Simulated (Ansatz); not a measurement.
Wavefunction ladder for GaH6N3 (`[NH2][Ga]([NH2])[NH2]`)

```xyz
10

N     1.417    0.716    0.900
Ga    0.004   -0.015    0.007
N    -1.626   -0.140    0.822
N     0.240   -0.699   -1.668
H     1.263    1.282    1.717
H     2.226    1.039    0.396
H    -1.687   -0.065    1.825
H    -2.302   -0.805    0.484
H     1.021   -0.408   -2.233
H    -0.556   -0.904   -2.250
```

The species carries charge 0 and has multiplicity 1. Correlated methods include outer-core shells of Ga, which these sets cover unevenly. Scalar relativity is left out up to krypton. Geometry: relaxed with PBE0-D4/def2-TZVP. It is one conformer, not always the lowest. Frozen core, restricted reference, Ansatz.

| basis | HF (Eh) | MP2 corr. |
| --- | --- | --- |
| def2-SVP | -2089.77266 | -0.73363 |
| def2-TZVPP | -2090.23127 | -0.88086 |
| def2-QZVPP | -2090.28093 | -1.17620 |

(1) Estimate the CCSD correlation energy and the (T) correction in each basis where they were run (hartree).

Answers

(1) 
| basis | CCSD corr. | (T) |
| --- | --- | --- |
| def2-SVP | -0.75386 | -0.02115 |
| def2-TZVPP | -0.89542 | -0.03518 |
